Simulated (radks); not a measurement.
The cadmium ion Cd+, [Kr] 4d10 5s1. All-electron calculation, non-relativistic Kohn-Sham, LDA (Slater exchange, Perdew-Wang correlation), spin-polarised, spherical densities, point nucleus. Program: a radial shooting solver on a logarithmic mesh with Libxc functionals. Every spin shell is full or empty, so the densities are truly spherical. Functionals are evaluated on that one density, not self-consistently. Rank these orbital-free kinetic functionals by their error against the exact value of the orbitals, and give that value: Thomas-Fermi, von Weizsacker, TF + vW, TF + vW/9, TF + vW/5, LC94, APBEK, revAPBEK, Thakkar, Pearson, LKT, PG1, DePristo-Kress, Ernzerhof.

Answer. Exact: 5458.79 hartree. From best to worst, with 100 (|E| - |E exact|)/|E exact| (equal figures are ties): LC94 +0.07, DePristo-Kress -0.09, APBEK +0.12, revAPBEK +0.31, Ernzerhof -0.40, Thakkar -0.56, TF + vW/9 -0.68, Pearson -0.93, TF + vW/5 +3.06, Thomas-Fermi -5.35, PG1 +15.30, LKT +19.46, TF + vW +36.72, von Weizsacker -57.93.
